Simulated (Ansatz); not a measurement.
One change: `C/N=C\Br` becomes `C/N=C/Cl`.

Ansatz, PBE0-D4/def2-TZVP geometries, multiplicity 1. 

Scalar relativity is left out up to krypton.

```csv
property,`C/N=C\Br`
LUMO energy (PBE0/def2-TZVPP) / eV,-0.59
HOMO energy (B3LYP/def2-TZVPP) / eV,-7.59
HOMO–LUMO gap (B3LYP/def2-TZVPP) / eV,6.76
HOMO energy (PBE/def2-TZVPP) / eV,-6.48
size of the dipole moment (PBE/def2-TZVPP) / D,0.90
LUMO energy (B3LYP/def2-TZVPP) / eV,-0.83
```

(1) What does the change do to each property? (Estimate.)

Results:

(1) The calculation gave: 
```tsv
property	`C/N=C/Cl`	shift
LUMO energy (PBE0/def2-TZVPP) / eV	-0.51	0.08
HOMO energy (B3LYP/def2-TZVPP) / eV	-7.77	-0.18
HOMO–LUMO gap (B3LYP/def2-TZVPP) / eV	7.00	0.24
HOMO energy (PBE/def2-TZVPP) / eV	-6.49	-0.01
size of the dipole moment (PBE/def2-TZVPP) / D	2.27	1.37
LUMO energy (B3LYP/def2-TZVPP) / eV	-0.77	0.06
```

With PBE0 the HOMO falls by 0.18 eV and the LUMO rises by 0.08 eV, so the gap widens by about 0.26 eV. PBE moves the HOMO by -0.01 eV and ωB97M-V by -0.35 eV. Dipoles are sizes alone; their direction can turn.

B3LYP here is the variant with VWN-RPA as its local correlation; programs differ in this.

Spin–orbit coupling is left out; it splits and shifts lone-pair levels of the heavy atoms by tenths of an eV.
